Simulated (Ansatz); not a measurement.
Na2Te⁺, relaxed as a doublet with UKS r2SCAN-D4/def2-TZVP in Ansatz, starting from the GFN1-xTB geometry. Force threshold 0.02 eV/Å.

In the def2 sets Te takes a core potential; there is no spin–orbit coupling. The structure comes from a short search, and lower isomers may exist.

Start:

```xyz
3

Na   -0.924    1.935   -0.764
Na    0.925   -1.219    1.663
Te   -0.002   -0.717   -0.899
```

**Question.** Estimate the energy that the relaxation releases and the steps that it takes.

**Answer.** 3.2 kcal/mol, in 6 steps; 11 s on 4 threads of Arm Neoverse V2 on a shared host. No frequencies were taken in this run, so the end may be a saddle point.

**Question.** Does the start keep its bonding and symmetry?

**Answer.** By distances, no bond broke or formed. The bond that changes most is Na2–Te3, from 2.77 to 2.93 Å (atoms count from 1). Point group Cs at the start, C2v at the end, both within 0.05 Å.

**Question.** Predict the relaxed structure.

**Answer.** 
```xyz
3

Na   -1.1335    2.1681   -1.1954
Na    1.1390   -1.7013    1.7953
Te   -0.0055   -0.4669   -0.5999
```
Bond lengths (bridged metal pairs left out): 2 × Na–Te 2.93 Å.
